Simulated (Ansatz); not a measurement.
Species: sum formula SnO$_{2}$H, net charge 1, singlet state. It need not be the lowest isomer of its formula. 
Geometry from a B3LYP-D3(BJ)/def2-TZVP (Ansatz, a program for electronic structure) optimisation:
```xyz
4

Sn    -0.0280    -0.0258     0.0365
O      1.3917     0.3342    -1.1541
O     -1.4828    -0.1350     1.0745
H      2.1274    -0.3057    -1.1914
```
Charge +1, spin multiplicity 1.

Question: Give the harmonic wavenumbers at B3LYP-D3(BJ)/def2-TZVP (Ansatz, finite differences of forces, unscaled).

Answer: 136, 162, 664, 851, 908, 3681 cm⁻¹. Zero-point energy 9.2 kcal/mol.

Question: From these and the geometry, give the ideal-gas thermochemistry at 298.15 K and 1 atm (rigid rotor, harmonic oscillator).

Answer: Point group Cs, rotational symmetry number 1. Rotational constants 513.1, 4.457, 4.419 GHz. S(trans) 40.96, S(rot) 20.99, S(vib) 6.04, S(elec, spin only) 0.00, S 68.0 cal/(mol K). H(298) - H(0) 3.33 kcal/mol; G - E(el) -7.8 kcal/mol.
